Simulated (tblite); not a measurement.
C7H6Cl (charge -1).
Z-matrix (Å and degrees, GFN2-xTB geometry), rows numbered from 1:
```
C 
C   1  1.3400
C   2  1.4261  1  127.72
C   3  1.4111  2  128.61  1    -0.02
C   4  1.3828  3  109.00  2   180.00
C   5  1.3998  4  106.56  3    -0.01
Cl  6  1.7476  5  124.47  4  -179.97
C   6  1.3771  5  110.41  4     0.01
H   1  1.0775  2  122.02  3    -0.01
H   1  1.0806  2  121.97  3   179.99
H   2  1.0895  1  117.60  3   180.00
H   4  1.0785  3  125.73  2     0.01
H   5  1.0786  4  127.42  3  -180.00
H   8  1.0784  3  126.49  2     0.00
```

Level: GFN2-xTB in tblite, geometry and Hessian alike; calculated harmonic values, unscaled, isolated species. The method is semi-empirical: single wavenumbers can be off by several per cent or more. One conformer, not necessarily the lowest.

Harmonic wavenumbers (cm⁻¹): 90.2, 163.8, 198.8, 270.7, 280.5, 382.6, 503.7, 535.5, 556.6, 648.5, 669.0, 741.0, 754.9, 758.4, 776.5, 865.4, 952.6, 995.8, 1035.2, 1090.2, 1110.9, 1191.2, 1297.1, 1342.6, 1390.7, 1427.8, 1439.2, 1481.9, 1510.7, 1649.9, 2963.3, 3048.5, 3060.0, 3072.3, 3081.4, 3096.8.

A = 6480, B = 860.6, C = 759.7 MHz; mass 125.016 u (most abundant isotopes); point group Cs, symmetry number 1.

What is the zero-point energy?

Half the sum of the wavenumbers: 22217 cm⁻¹ = 265.78 kJ/mol.

Entropy at 350 K, 1 bar (ideal gas, RRHO, classical rotation)?

Translation 172.41, rotation 122.16, vibration 85.92: S = 380.5 J/(mol K).

And Cp and H(350 K) − H(0)?

Cp = 143.32 J/(mol K), of which vibrations give 110.06 (their classical limit is 36 R = 299.3); H(350 K) − H(0) = 29.23 kJ/mol without the zero-point energy, 17.59 from vibrations.

Blend soft modes into free rotors: weight 1/[1 + (100 cm⁻¹/ν̃)⁴] for the oscillator and the rest for a rotor with moment μB/(μ + B), μ = h/(8π²ν), B = 10⁻⁴⁴ kg m². What vibrational entropy results?

83.64 J/(mol K) in place of 85.92, which changes −T·S at 350 K by +0.80 kJ/mol.

Which modes carry the vibrational entropy at 350 K?

90.2 cm⁻¹: 16.61; 163.8 cm⁻¹: 11.76; 198.8 cm⁻¹: 10.22; 270.7 cm⁻¹: 7.84; 280.5 cm⁻¹: 7.58; 382.6 cm⁻¹: 5.36 J/(mol K); the other 30 give 26.55 together.

Hindered rotation and anharmonicity are outside this model. Other conformers, if any are populated, would add a mixing term that is left out.
